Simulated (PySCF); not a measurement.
## Correlation energy of Ce⁴⁷⁺ (cerium, charge +47)

[Ne] 3s1, 2S determinant. Computed with PySCF 2.14 in an uncontracted even-tempered set (16 s from 10 bohr⁻², ratio 2.5; 10 p from 13 bohr⁻², ratio 2.5; 4 d from 48 bohr⁻², ratio 2.7; 4 f from 72 bohr⁻², ratio 2.7), with no relativity, point nucleus. Frozen: 1s2; 9 electrons correlated; the 17 highest virtual orbitals of each spin left out.

```
  level  correlation energy (mhartree)
   CCSD                        -319.64
    (T)                          -0.08
CCSD(T)                        -319.72
```

Diagnostics: T1 = 6.1e-05, D1 = 0.0002, largest double amplitude 0.002.

A non-relativistic calculation at this Z misses sizeable relativistic shifts.

Cost of the coupled-cluster step: of the order of 26 core-seconds, for 9 correlated electrons.

Iterations:

```
CC2 = 0
CCSD nocc = (np.int64(5), np.int64(4)), nmo = (76, 76)
frozen orbitals [[0, 77, 78, 79, 80, 81, 82, 83, 84, 85, 86, 87, 88, 89, 90, 91, 92, 93], [0, 77, 78, 79, 80, 81, 82, 83, 84, 85, 86, 87, 88, 89, 90, 91, 92, 93]]
max_cycle = 100
direct = 0
conv_tol = 1e-08
conv_tol_normt = 1e-06
diis_space = 8
diis_start_cycle = 0
Init t2, MP2 energy = -0.318285449717127
Init E_corr(UCCSD) = -0.318285449717127
cycle = 1  E_corr(UCCSD) = -0.319598372464737  dE = -0.00131292275  norm(t1,t2) = 0.000348793
cycle = 2  E_corr(UCCSD) = -0.319638357588266  dE = -3.99851235e-05  norm(t1,t2) = 1.36196e-05
cycle = 3  E_corr(UCCSD) = -0.319639348873643  dE = -9.91285377e-07  norm(t1,t2) = 6.6467e-07
cycle = 4  E_corr(UCCSD) = -0.319639344402595  dE = 4.4710482e-09  norm(t1,t2) = 3.82349e-09
UCCSD converged
E(UCCSD) = -6374.448376013099  E_corr = -0.3196393444025948
UCCSD(T) correction = -7.76874220580507e-05
```

At this charge a non-relativistic calculation is a model, useful for the Z dependence of the correlation energy.
